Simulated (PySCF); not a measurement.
**UHF on K+ (potassium, charge +1)**

Configuration: [Ar], closed-shell 1S. Computed with PySCF 2.14 in x2c-TZVPall, with scalar relativity by spin-free X2C-1e.

```
Total energy                        : -601.301552 hartree
One-electron energy                 : -822.8291 hartree
Hartree (Coulomb) energy            : 254.3108 hartree
Exchange energy                     : -32.7833 hartree
⟨S²⟩                                : 0.0000
⟨L²⟩                                : 0.000
Sum of ⟨r⟩                          : 14.15 bohr
Sum of ⟨r²⟩                         : 19.52 bohr²
Langevin diamagnetic susceptibility : -15.5 ×10⁻⁶ cm³/mol
Time after the integrals            : 0.04 s of wall time on 1 thread of Neoverse-V2 (shared host)
```

```
shell  electrons  mean orbital energy (eV)  rms radius, mean of both spins (bohr)
   1s          2                   -3655.9                                 0.0937
   2s          2                   -403.24                                  0.418
   2p          6                   -319.53                                  0.388
   3s          2                   -53.797                                   1.37
   3p          6                   -31.847                                   1.56
```

Densities and radii are taken from the X2C orbitals without a picture-change correction, which distorts them close to the nucleus.
